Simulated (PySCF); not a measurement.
## SrN⁺: input and log

State: ³Σ⁻ (triplet), unpaired electrons π ↑↑.

An equivalent input (the run itself took its basis sets from the Basis Set Exchange, started from a PBE0 density and held the occupation σ 5α 5β, πx 2α 1β, πy 2α 1β):

```python
from pyscf import gto, scf, cc
mol = gto.M(atom='Sr 0 0 0; N 0 0 2.331', basis={'Sr': 'def2-SVPD', 'N': 'def2-SVPD'}, ecp={'Sr': 'def2-SVPD'},
            charge=1, spin=2, verbose=4, symmetry='C2v')
mf = scf.UHF(mol)
mf.irrep_nelec = {'A1': (5, 5), 'B1': (2, 1), 'B2': (2, 1)}
mf.conv_tol = 1e-9
mf.max_cycle = 60
mf.diis_space = 10
mf.kernel()
mycc = cc.CCSD(mf, frozen=[[0, 45], [0, 45]])
mycc.run(conv_tol=1e-7, conv_tol_normt=1e-5, max_cycle=80, diis_space=8)
et = mycc.ccsd_t()
```

The SCF ended at -84.48655036 hartree. The coupled-cluster part of the log:

```
******** <class 'pyscf.cc.uccsd.UCCSD'> ********
CC2 = 0
CCSD nocc = (8, 6), nmo = (44, 44)
frozen orbitals [[0, 45], [0, 45]]
max_cycle = 80
direct = 0
conv_tol = 1e-07
conv_tol_normt = 1e-05
diis_space = 8
diis_start_cycle = 0
diis_start_energy_diff = 1e+09
Init t2, MP2 energy = -0.173305151802054
Init E_corr(UCCSD) = -0.173305151802353
cycle = 1  E_corr(UCCSD) = -0.187343071520808  dE = -0.0140379197  norm(t1,t2) = 0.074994
cycle = 2  E_corr(UCCSD) = -0.192330435258676  dE = -0.00498736374  norm(t1,t2) = 0.0292375
cycle = 3  E_corr(UCCSD) = -0.192746991775  dE = -0.000416556516  norm(t1,t2) = 0.0267908
cycle = 4  E_corr(UCCSD) = -0.194950173368718  dE = -0.00220318159  norm(t1,t2) = 0.0158036
cycle = 5  E_corr(UCCSD) = -0.195023947352314  dE = -7.37739836e-05  norm(t1,t2) = 0.00767981
cycle = 6  E_corr(UCCSD) = -0.194854907783944  dE = 0.000169039568  norm(t1,t2) = 0.00547777
cycle = 7  E_corr(UCCSD) = -0.194942913889084  dE = -8.80061051e-05  norm(t1,t2) = 0.00259657
cycle = 8  E_corr(UCCSD) = -0.19501266509639  dE = -6.97512073e-05  norm(t1,t2) = 0.00138046
cycle = 9  E_corr(UCCSD) = -0.194998612337051  dE = 1.40527593e-05  norm(t1,t2) = 0.000560995
cycle = 10  E_corr(UCCSD) = -0.194997155333837  dE = 1.45700321e-06  norm(t1,t2) = 0.00030572
cycle = 11  E_corr(UCCSD) = -0.194988659663094  dE = 8.49567074e-06  norm(t1,t2) = 0.000189751
cycle = 12  E_corr(UCCSD) = -0.194990031070538  dE = -1.37140744e-06  norm(t1,t2) = 8.72411e-05
cycle = 13  E_corr(UCCSD) = -0.194989531753773  dE = 4.99316765e-07  norm(t1,t2) = 3.90476e-05
cycle = 14  E_corr(UCCSD) = -0.194989946599541  dE = -4.14845768e-07  norm(t1,t2) = 2.11606e-05
cycle = 15  E_corr(UCCSD) = -0.194989937804944  dE = 8.79459666e-09  norm(t1,t2) = 1.08012e-05
cycle = 16  E_corr(UCCSD) = -0.194989902470251  dE = 3.53346932e-08  norm(t1,t2) = 5.957e-06
UCCSD converged
E(UCCSD) = -84.6815402580298  E_corr = -0.1949899024702511
UCCSD(T) correction = -0.00534461310731855
```

T1 diagnostic 0.027, D1 0.111, 14 electrons correlated, 1 of the virtual orbitals (those above 20 hartree) left out.

A point of this curve took 6.3 CPU seconds beside 0.071 for the integrals (shared host).

Correlated steps freeze 1 core orbital. Spin–orbit coupling is left out. The state was picked by a PBE0 search and need not be the measured ground state.
